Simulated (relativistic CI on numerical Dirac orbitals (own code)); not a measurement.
**K⁴⁺: computed level list**

These numbers are calculated, not measured: Dirac-Coulomb-Breit CI, orbitals from a KLI potential per configuration, model QED, valence Slater integrals scaled by 0.85, configuration energies shifted to the measured levels that pair with them (semi-empirical) (own radial code, finite nucleus).

Configuration list (outside the closed core [Ne]): 3s2 3p3, 3s 3p4, 3s2 3p2 3d, 3s2 3p2 4s, 3p5, 3s2 3p 3d2, 3s 3p3 3d, 3p3 3d2, 3s2 3p2 4p, 3p4 3d, 3s2 3p2 4d, 3s 3p2 3d2, 3s2 3p2 4f, 3s2 3p2 5s, 3s2 3p2 5p, 3s 3p3 4s, 3s2 3p2 5d, 3s2 3p2 5f, 3s2 3p2 5g, 3s 3p3 4p, 3s2 3p 3d 4s, 3s 3p3 4d, 3s 3p3 4f, 3s 3p3 5s, 3s2 3p 3d 4p, 3s 3p3 5p, 3s 3p3 5d, 3s 3p3 5f, 3s 3p3 5g, 3p4 4s. Levels of other configurations are missing.

The lowest level is 3s2 3p3 4S°_3/2, with 97 % of that term; Hund's rules for 3s2 3p3 give 4S° with J = 3/2, in agreement.

```tsv
No.	Configuration	Term	J	E (eV)	%	Landé g	jj configuration (%)
1	3s2 3p3	4S°	3/2	0.0000	97	2.001	3p1/2 3p3/2^2 (53)
2	3s2 3p3	2D°	3/2	2.8949	95	0.809	3p1/2 3p3/2^2 (43)
3	3s2 3p3	2D°	5/2	2.9260	97	1.200	3p1/2 3p3/2^2 (97)
4	3s2 3p3	2P°	1/2	4.7029	96	0.666	3p1/2 3p3/2^2 (96)
5	3s2 3p3	2P°	3/2	4.7446	94	1.326	3p3/2^3 (60)
6	3s 3p4	4P	5/2	16.9413	88	1.601	3s 3p3/2^2 (62)
7	3s 3p4	4P	3/2	17.1139	88	1.734	3s 3p1/2 3p3/2^3 (77)
8	3s 3p4	4P	1/2	17.2080	88	2.669	3s 3p3/2^4 (37)
9	3s 3p4	2D	3/2	21.0381	77	0.800	3s 3p1/2 3p3/2^3 (50)
10	3s 3p4	2D	5/2	21.0530	77	1.201	3s 3p1/2 3p3/2^3 (54)
11	3s2 3p2 3d	2P	3/2	24.2000	55	1.333	3p1/2 3p3/2 3d5/2 (23)
12	3s2 3p2 3d	2P	1/2	24.3750	52	0.722	3p3/2^2 3d5/2 (29)
13	3s 3p4	2S	1/2	25.0550	76	1.946	3s 3p3/2^2 (44)
14	3s2 3p2 3d	4F	3/2	26.6819	97	0.404	3p1/2 3p3/2 3d3/2 (38)
15	3s2 3p2 3d	4F	5/2	26.7436	96	1.033	3p1/2 3p3/2 3d3/2 (57)
16	3s2 3p2 3d	4F	7/2	26.8336	96	1.241	3p1/2 3p3/2 3d5/2 (59)
17	3s2 3p2 3d	4F	9/2	26.9539	97	1.333	3p3/2^2 3d5/2 (61)
18	3s2 3p2 3d	4D	1/2	27.4750	97	-0.002	3p1/2 3p3/2 3d3/2 (77)
19	3s2 3p2 3d	4D	3/2	27.4952	96	1.196	3p1/2 3p3/2 3d3/2 (33)
20	3s2 3p2 3d	4D	5/2	27.4975	76	1.263	3p1/2 3p3/2 3d3/2 (42)
21	3s2 3p2 3d	4D	7/2	27.5224	78	1.373	3p1/2 3p3/2 3d5/2 (64)
22	3s2 3p2 3d	2F	5/2	27.6610	77	0.962	3p1/2 3p3/2 3d5/2 (49)
23	3s2 3p2 3d	2F	7/2	27.8656	79	1.196	3p3/2^2 3d5/2 (82)
24	3s2 3p2 3d	2G	7/2	30.6365	97	0.889	3p1/2 3p3/2 3d3/2 (56)
25	3s2 3p2 3d	2G	9/2	30.6572	97	1.112	3p1/2 3p3/2 3d5/2 (61)
26	3s2 3p2 3d	2P	3/2	31.7156	48	1.332	3p1/2 3p3/2 3d5/2 (32)
27	3s2 3p2 3d	2P	1/2	31.9395	49	0.674	3s 3p1/2 3p3/2^3 (30)
28	3s2 3p2 3d	4P	5/2	32.1226	86	1.599	3p1/2 3p3/2 3d5/2 (45)
29	3s2 3p2 3d	4P	3/2	32.2202	86	1.731	3p1/2 3p3/2 3d3/2 (28)
30	3s2 3p2 3d	4P	1/2	32.2742	86	2.660	3p3/2^2 3d3/2 (47)
31	3s2 3p2 3d	2D	3/2	32.8392	94	0.804	3p1/2^2 3d3/2 (35)
32	3s2 3p2 3d	2D	5/2	33.0886	94	1.202	3p3/2^2 3d5/2 (62)
33	3s2 3p2 3d	2D	5/2	34.5525	81	1.200	3p1/2 3p3/2 3d5/2 (46)
34	3s2 3p2 3d	2D	3/2	34.5970	80	0.801	3p1/2 3p3/2 3d3/2 (34)
35	3s2 3p2 3d	2S	1/2	35.6782	75	1.946	3p1/2 3p3/2 3d5/2 (46)
36	3s2 3p2 3d	2P	1/2	35.9826	86	0.723	3p1/2 3p3/2 3d3/2 (43)
37	3s2 3p2 3d	2P	3/2	36.0787	91	1.333	3p3/2^2 3d5/2 (45)
38	3s2 3p2 3d	2F	5/2	36.1791	94	0.862	3p1/2 3p3/2 3d3/2 (26)
39	3s2 3p2 3d	2F	7/2	36.2052	96	1.143	3p1/2 3p3/2 3d5/2 (60)
40	3s2 3p2 3d	2D	5/2	37.6398	91	1.195	3p3/2^2 3d5/2 (47)
41	3s2 3p2 3d	2D	3/2	37.7411	93	0.800	3p3/2^2 3d3/2 (49)
42	3s 3p3 3d‡	6D°	1/2	38.5872	100	3.338	3s 3p1/2 3p3/2^2 3d3/2 (53)
43	3s 3p3 3d‡	6D°	3/2	38.5888	100	1.868	3s 3p1/2 3p3/2^2 3d3/2 (47)
44	3s 3p3 3d‡	6D°	5/2	38.5915	100	1.658	3s 3p1/2 3p3/2^2 3d3/2 (36)
45	3s 3p3 3d‡	6D°	7/2	38.5955	100	1.588	3s 3p1/2 3p3/2^2 3d5/2 (35)
46	3s 3p3 3d‡	6D°	9/2	38.6013	100	1.556	3s 3p1/2 3p3/2^2 3d5/2 (56)
47	3p5‡	2P°	3/2	40.0977	56	1.334	3p3/2^3 (56)
48	3p5‡	2P°	1/2	40.3696	55	0.665	3p1/2 3p3/2^4 (55)
49	3s2 3p2 4s	4P	1/2	41.7114	97	2.658	3p1/2^2 4s (52)
50	3s2 3p2 4s	4P	3/2	41.8393	97	1.732	3p1/2 3p3/2 4s (91)
51	3s2 3p2 4s	4P	5/2	42.0287	97	1.599	3p3/2^2 4s (58)
52	3s 3p3 3d‡	4D°	7/2	42.0744	93	1.429	3s 3p1/2 3p3/2^2 3d5/2 (55)
53	3s 3p3 3d‡	4D°	5/2	42.0831	93	1.371	3s 3p1/2 3p3/2^2 3d3/2 (25)
54	3s 3p3 3d‡	4D°	3/2	42.0971	93	1.199	3s 3p1/2 3p3/2^2 3d3/2 (32)
55	3s 3p3 3d‡	4D°	1/2	42.1090	94	-0.002	3s 3p1/2 3p3/2^2 3d5/2 (48)
56	3s2 3p2 4s	2P	1/2	42.6416	97	0.679	3p1/2 3p3/2 4s (71)
57	3s2 3p2 4s	2P	3/2	42.8675	96	1.330	3p1/2 3p3/2 4s (49)
58	3s 3p3 3d‡	4F°	3/2	43.0121	89	0.401	3s 3p1/2 3p3/2^2 3d3/2 (44)
59	3s 3p3 3d‡	4F°	5/2	43.0478	89	1.030	3s 3p1/2 3p3/2^2 3d3/2 (43)
60	3s 3p3 3d‡	4F°	7/2	43.0962	89	1.239	3s 3p1/2 3p3/2^2 3d3/2 (33)
61	3s 3p3 3d‡	4F°	9/2	43.1576	89	1.334	3s 3p1/2 3p3/2^2 3d5/2 (64)
62	3s2 3p2 4s	2D	5/2	44.3160	97	1.202	3p1/2 3p3/2 4s (58)
63	3s2 3p2 4s	2D	3/2	44.3212	97	0.806	3p1/2 3p3/2 4s (55)
64	3s 3p3 3d‡	2S°	1/2	44.7683	83	2.003	3s 3p1/2 3p3/2^2 3d5/2 (49)
65	3s 3p3 3d‡	4G°	5/2	45.3849	92	0.571	3s 3p1/2 3p3/2^2 3d3/2 (40)
66	3s 3p3 3d‡	4G°	7/2	45.3957	92	0.985	3s 3p1/2 3p3/2^2 3d3/2 (43)
67	3s 3p3 3d‡	4G°	9/2	45.4101	92	1.172	3s 3p1/2 3p3/2^2 3d5/2 (40)
68	3s 3p3 3d‡	4G°	11/2	45.4288	92	1.273	3s 3p1/2 3p3/2^2 3d5/2 (92)
69	3s2 3p2 4s	2S	1/2	46.5033	95	2.001	3p3/2^2 4s (70)
70	3s 3p3 3d‡	2G°	7/2	47.1155	87	0.889	3s 3p1/2 3p3/2^2 3d5/2 (36)
```

Energies count from the lowest computed level; ° marks odd parity. Filled j subshells are mostly left out of the jj labels. ‡ marks configurations that were not tied to measured data.

The mean weight of the leading LS term, summed over parents, in these 70 levels is 88 %, and that of the leading jj configuration (from the same eigenvectors) 51 %, so LS coupling describes them better.

Configurations whose levels could be paired with our table of measured levels were shifted onto them, all but the ground configuration, by the median error of their levels; single terms can still be off by 1,000 to 2,000 cm⁻¹ or more, and rates follow the energies as ν³ (E1, M1) or ν⁵ (E2). The others borrow a shift and can be off by several thousand cm⁻¹ or more. 28 of the 38 excited levels that our extract of the measured tables holds in this range could be paired (the sources list more); they are missed by 2596 cm⁻¹ on average and 16169 at most, after the shifts were fitted to these levels, and levels without a partner can miss by more.

LS names give the leading component of a level, which can be under half, so a name can repeat, a term be missing and a line seem to break the LS rules.
